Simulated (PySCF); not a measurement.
**How methods differ on the ionisation energy of Xe²¹⁺**

Xe²¹⁺ [Ar] 3d10 4s2 4p3 [4p1/2^2 4p3/2^1, M_J = 3/2] → Xe²²⁺ [Ar] 3d10 4s2 4p2 [4p1/2^2, M_J = 0], as a difference of total energies. All numbers are calculated (PySCF 2.14, the two-component X2C-1e Hamiltonian, in an even-tempered Gaussian basis (18 s from 1.4 bohr⁻², ratio 2.8; 13 p from 1.8 bohr⁻², ratio 2.8; 9 d from 3.2 bohr⁻², ratio 2.8; 4 f from 9.8 bohr⁻², ratio 3)). Correlated levels: [Ne] frozen; the 86 highest virtual spinors dropped. "Screened" scales the spin-orbit matrix elements by Boettger's factors to mimic the two-electron term; Breit and QED terms are absent.

```json
{"method": "GHF (screened spin-orbit)", "ionisation energy (eV)": "648.23"}
{"method": "GMP2 (screened spin-orbit)", "ionisation energy (eV)": "648.97"}
```

Problem. How much does correlation contribute at GMP2 (screened spin-orbit)?

Solution. 648.97 − (648.23) = 0.74 eV, measured against GHF (screened spin-orbit).

Breit and QED terms and the two-electron picture change are absent.

The labels give the starting determinants; with spin-orbit coupling the two ends relaxed to ⟨J²⟩ = 3.75, ⟨L²⟩ = 1.79, ⟨S²⟩ = 1.97 and ⟨J²⟩ = 0.00, ⟨L²⟩ = 1.35, ⟨S²⟩ = 1.35.

For comparison: 650 ± 4 eV (theoretical estimate listed by NIST; NIST Atomic Spectra Database, ionization energies).
